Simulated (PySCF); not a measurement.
# WS2: from structure and modes to constants

These are results of UB3LYP in PySCF with W def2-SVP with ECP60, S def2-SVP; scalar-relativistic core potentials, no spin–orbit coupling; density-fitted integrals, not measurements.

The triplet minimum has C2v symmetry. Masses (u): W 183.95093, S 31.97207.

```xyz
3
charge 0 multiplicity 3, angstrom
W     0.0000    0.0000   -0.3033
S     1.7876    0.0000    0.8718
S    -1.7876    0.0000    0.8718
```

Harmonic wavenumbers (cm⁻¹): 164.6 (a1, ×1), 524.6 (b2, ×1), 536.7 (a1, ×1).

**Question.** Find the principal moments of inertia and the rotational constants. What kind of rotor is it?

**Answer.** About the centre of mass I = 65.521, 204.34, 269.87 u Å². With B = 16.8576/I this gives 0.2573, 0.0825, 0.06247 cm⁻¹. The molecule is an asymmetric top with κ = -0.79.

**Question.** Find the vibrational entropy and heat capacity at 298.15 K.

**Answer.** With u = 1.43878 ω/T, each mode gives S = R[u/(eᵘ−1) − ln(1−e⁻ᵘ)] and C = R u² eᵘ/(eᵘ−1)².
```json
{"ω (cm⁻¹)": "164.6", "u": "0.794", "S (J/(mol K))": "10.44", "C (J/(mol K))": "7.89"}
{"ω (cm⁻¹)": "524.6", "u": "2.532", "S (J/(mol K))": "2.51", "C (J/(mol K))": "5.00"}
{"ω (cm⁻¹)": "536.7", "u": "2.590", "S (J/(mol K))": "2.40", "C (J/(mol K))": "4.89"}
```
The sums over all modes are S = 15.3 and C = 17.8 J/(mol K); the softest mode gives 68 % of the entropy.

Other isomers or separated fragments may lie lower. Other spin states or occupations of the open shell can lie lower. Spin–orbit coupling, left out here, can matter for elements this heavy.
